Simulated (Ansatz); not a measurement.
Mulliken charges of `[CH3][Al]1[BH][O]1` from r2SCAN/def2-TZVPP in Ansatz (PBE0-D4/def2-TZVP geometry).

```csv
atom,x (Å),y (Å),z (Å),charge (e)
C1,-0.852,1.280,-0.431,-0.355
Al2,-0.025,-0.472,-0.277,0.235
B3,1.119,-1.965,0.388,0.219
O4,1.187,-0.803,1.034,-0.333
H5,-1.558,1.348,-1.259,0.071
H6,-1.382,1.521,0.496,0.075
H7,-0.078,2.041,-0.573,0.075
H8,1.681,-3.006,0.566,0.012
```

Problem. By hand: the dipole of these point charges (1 e Å = 4.8032 D).

Solution. Σ q r = (-0.054, -0.401, -0.260) e Å, of length 0.481 e Å = 2.31 D.

Problem. How does the dipole of the full density compare? (Best estimate.)

Solution. Computed: (-0.268, 0.258, -0.200) e Å, 2.03 D; the point charges give 1.14 times that, at 100° from its direction.

Point charges leave out the atoms' own dipoles, such as those of lone pairs, and Mulliken's split depends on the basis, so the two needn't agree.
